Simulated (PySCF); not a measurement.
CuI2, SMILES [I][Cu-][I], charge -1, multiplicity 1. Heavy atoms are numbered as in [Cu-:1]([I:2])[I:3].

Coordinates come from a PBE0-D3(BJ)/def2-SVPD optimisation. The multiplicity is an assumed one; other spin states were not compared. The def2 effective core potentials stand for the cores of I; spin–orbit coupling is left out.

All values below come from PBE0/def2-TZVPD (PySCF).

Mulliken values depend strongly on the basis, most of all with diffuse functions as here. ESP charges are fitted to the potential on shells at 1.4 to 2.0 van der Waals radii. Atomic charges (e), one atom of each kind:

```json
[
 {"atom": "Cu1", "ESP fit": "(withheld)", "Mulliken": "-0.48"},
 {"atom": "I2", "ESP fit": "(withheld)", "Mulliken": "-0.26"}
]
```

Complete the blanks. (The exact figures need the calculation; the answer reports its results.)


- Cu1, ESP fit: 0.25
- I2, ESP fit: -0.63
